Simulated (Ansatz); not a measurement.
Job for Ansatz (a first-principles code): U-PBE/def2-TZVPP on ClFHIn (SMILES [F][InH][Cl]), a point of a bond scan (R = 4.573 Å). Elements past Kr take the def2 small-core potentials; no spin–orbit coupling.

Ansatz 0.2 input:
```yaml
crystal:
  periodic: [false, false, false]
  atoms:
    - {symbol: In, position_ang: [-0.09474537, -0.41822875, 0.20223357]}
    - {symbol: H, position_ang: [-2.59628106, -4.18478394, 0.88325187]}
    - {symbol: F, position_ang: [1.57814816, -0.11257062, 1.16386102]}
    - {symbol: Cl, position_ang: [-0.50232767, 1.37174079, -1.22580333]}
basis:
  gaussian:
    orbitals: def2-TZVPP
hamiltonian:
  xc: {name: PBE}
magnetization: {spin_polarized: true, initial_magnetization: 0}
```

It printed:

```
WARN ansatz: RAYON_NUM_THREADS=1 ignored (pool sized by the plan → 1); use --threads N
Functional definition: PBE
integrals: 0.05 GiB planned
897 factors; their error is unknown
mean field: 0.44 GiB planned
mean field evaluation 1: about -20413.4186 eV, gradient 3.8e1 eV
mean field evaluation 2: about -20308.7222 eV, gradient 1.6e2 eV
mean field evaluation 4: about -20412.2081 eV, gradient 3.3e1 eV
mean field evaluation 8: about -20421.7266 eV, gradient 9.3e-2 eV
mean field evaluation 16: about -20422.6760 eV, gradient 1.8e0 eV
mean field evaluation 32: about -20422.8053 eV, gradient 3.1e-1 eV
mean field -20422.79318521 eV, -750.5238064901 hartree, gradient 2.5e-5 eV, S^2 0.996457; 3 other end points of the search recorded, 0 dependent functions left out
reference -20422.79324448 eV, -750.5238086681 hartree; 24, 24 occupied and 113, 113 virtual orbitals, 897 factors
Total energy: -20422.79324448 eV, -750.5238086681 hartree
```

The calculation finished and met its thresholds. Its determinant has ⟨S²⟩ = 1.00, a mixture of spin states.

Cost: around 8 core-seconds (rough).
